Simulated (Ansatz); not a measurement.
Computed with Ansatz on PBE0-D4/def2-TZVP structures; ΔE is electronic, products minus reactants. CCSD(T)/CBS adds triple-zeta CCSD(T) − MP2 to the extrapolated MP2 energy (def2 sets, frozen cores). This one scheme is used for every species. Functionals use def2-TZVPP. B3LYP here is the variant with VWN-RPA as its local correlation; programs differ in this. For Ge outer-core shells are correlated without core-valence functions, which leaves a few kJ/mol of doubt a bond. Scalar relativity is left out up to krypton. Each species was taken in one conformer, which may not be the lowest.

`O[SiH](O)[CH2][GeH3]` + H–F → `O[SiH](O)CF` + GeH₄  (substitution at a C–Ge bond)

```json
{"level": "PBE-D4", "ΔE (kJ/mol)": "101.5", "difference from CCSD(T)/CBS": "-17.8"}
{"level": "r2SCAN-D4", "ΔE (kJ/mol)": "101.2", "difference from CCSD(T)/CBS": "-18.1"}
{"level": "PBE0-D4", "ΔE (kJ/mol)": "107.8", "difference from CCSD(T)/CBS": "-11.5"}
{"level": "B3LYP-D4", "ΔE (kJ/mol)": "96.7", "difference from CCSD(T)/CBS": "-22.6"}
{"level": "ωB97X-V", "ΔE (kJ/mol)": "97.7", "difference from CCSD(T)/CBS": "-21.6"}
{"level": "ωB97M-V", "ΔE (kJ/mol)": "103.3", "difference from CCSD(T)/CBS": "-16.0"}
{"level": "B2PLYP", "ΔE (kJ/mol)": "100.4", "difference from CCSD(T)/CBS": "-18.9"}
{"level": "PBE", "ΔE (kJ/mol)": "94.7", "difference from CCSD(T)/CBS": "-24.6"}
{"level": "r2SCAN", "ΔE (kJ/mol)": "99.3", "difference from CCSD(T)/CBS": "-20.0"}
{"level": "PBE0", "ΔE (kJ/mol)": "101.6", "difference from CCSD(T)/CBS": "-17.7"}
{"level": "B3LYP", "ΔE (kJ/mol)": "85.7", "difference from CCSD(T)/CBS": "-33.6"}
{"level": "HF/def2-TZVPP", "ΔE (kJ/mol)": "83.2", "difference from CCSD(T)/CBS": "-36.1"}
{"level": "MP2/def2-TZVPP", "ΔE (kJ/mol)": "130.6", "difference from CCSD(T)/CBS": "11.3"}
{"level": "SCS-MP2/def2-TZVPP", "ΔE (kJ/mol)": "116.1", "difference from CCSD(T)/CBS": "-3.2"}
{"level": "CCSD/def2-TZVPP", "ΔE (kJ/mol)": "112.1", "difference from CCSD(T)/CBS": "-7.2"}
{"level": "CCSD(T)/def2-TZVPP", "ΔE (kJ/mol)": "115.4", "difference from CCSD(T)/CBS": "-3.9"}
{"level": "HF/def2-QZVPP", "ΔE (kJ/mol)": "82.2", "difference from CCSD(T)/CBS": "-37.1"}
{"level": "MP2/def2-QZVPP", "ΔE (kJ/mol)": "132.5", "difference from CCSD(T)/CBS": "13.2"}
{"level": "SCS-MP2/def2-QZVPP", "ΔE (kJ/mol)": "118.1", "difference from CCSD(T)/CBS": "-1.2"}
{"level": "HF/CBS(def2)", "ΔE (kJ/mol)": "82.1", "difference from CCSD(T)/CBS": "-37.2"}
{"level": "MP2/CBS(def2)", "ΔE (kJ/mol)": "134.6", "difference from CCSD(T)/CBS": "15.3"}
{"level": "CCSD/CBS(def2)", "ΔE (kJ/mol)": "116.1", "difference from CCSD(T)/CBS": "-3.2"}
{"level": "CCSD(T)/CBS", "ΔE (kJ/mol)": "119.3", "difference from CCSD(T)/CBS": "0"}
```

Largest T1 diagnostic among the species: 0.012.

The D4 term adds +11.0 kJ/mol with B3LYP and +6.1 kJ/mol with PBE0; it sums over pairs of atoms, weighted by their polarisabilities, and B3LYP, whose exchange is more repulsive, gets the larger term. From PBE to PBE0 (25 % exact exchange), in def2-TZVPP and without D4, ΔE moves by +6.9 kJ/mol.
